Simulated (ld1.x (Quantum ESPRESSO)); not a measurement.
## germanium, TM: configuration errors across variants

```
Element                 : germanium
Generator               : ld1.x (Quantum ESPRESSO) 7.5
Type                    : norm-conserving Troullier–Martins (Kleinman–Bylander form)
Functional              : PW91
Relativity              : scalar-relativistic
Frozen core             : [Ar] 3d10
Valence charge          : 4
Reference configuration : 4s2 4p2
Partial waves           : 4s (bound): rc 1.70 bohr; 4p (bound): rc 1.90 bohr; 4d channel at 0.2 Ry: rc 1.65 bohr
Local potential         : the d channel
Core correction         : none
```

All-electron excitation energies from the reference (eV): (1) 4s2 4p1 7.502; (2) 4s1 4p3 8.000; (3) 4s1 4p2 16.246; (4) 4s0 4p4 16.253; (5) 4s2 4p1.5 2.828.

Tests that are not counted but printed errors over 1 eV. “base”: 4s2 4p0 (solver errors, printed error -8.1 eV). “wave 4d channel at 0.2 Ry: rc 1.65 bohr becomes 4d channel at 0.2 Ry: rc 1.52 bohr”: 4s2 4p0 (solver errors, printed error -11.7 eV); 4s1 4p0 (solver errors, printed error -4.5 eV). “wave 4d channel at 0.2 Ry: rc 1.65 bohr becomes 4d channel at 0.2 Ry: rc 1.72 bohr”: 4s2 4p0 (solver errors, printed error -19.1 eV); 4s1 4p0 (solver errors, printed error +7.1 eV).

1 further variants failed, have other tests or too few solved ones, and are left out.

A true bound ghost makes a file unfit for plane-wave use even where its test errors are small: the radial tests pick states by their node count and pass the ghost by. Where a test does run into it, the solver fails or the error is huge.

Errors AE − PS in meV (a dash: test not solved or not reliable):

| change | (1) | (2) | (3) | (4) | (5) | bound ghosts |
| --- | --- | --- | --- | --- | --- | --- |
| base | +0.9 | +10 | +6.5 | +46 | +0.2 | s, p |
| wave 4d channel at 0.2 Ry: rc 1.65 bohr becomes 4d channel at 0.2 Ry: rc 1.28 bohr | -2.0 | +10 | +7.0 | +48 | -0.5 | s, p |
| wave 4d channel at 0.2 Ry: rc 1.65 bohr becomes 4d channel at 0.2 Ry: rc 1.52 bohr | -0.9 | +10 | +6.7 | +47 | -0.2 | s, p |
| wave 4d channel at 0.2 Ry: rc 1.65 bohr becomes 4d channel at 0.2 Ry: rc 1.72 bohr | +0.8 | +10 | +6.0 | +46 | +0.1 | s, p |
| wave 4d channel at 0.2 Ry: rc 1.65 bohr becomes 4d channel at 0.2 Ry: rc 1.88 bohr | -2.7 | +9.4 | +0.8 | +45 | -0.7 | s, p |
| wave 4d channel at 0.2 Ry: rc 1.65 bohr becomes 4d channel at 0.2 Ry: rc 2.12 bohr | -8.4 | +8.3 | -9.1 | +41 | -1.9 | p |
| wave 4d channel at 0.2 Ry: rc 1.65 bohr becomes 4d channel at 0.2 Ry: rc 2.24 bohr | -10 | +7.9 | -13 | +40 | -2.4 | p |

Task: Give the same row for: wave 4d channel at 0.2 Ry: rc 1.65 bohr becomes 4d channel at 0.2 Ry: rc 2.48 bohr.

Result: -14, +7.1, -21, +37, -3.2; bound ghosts: p.
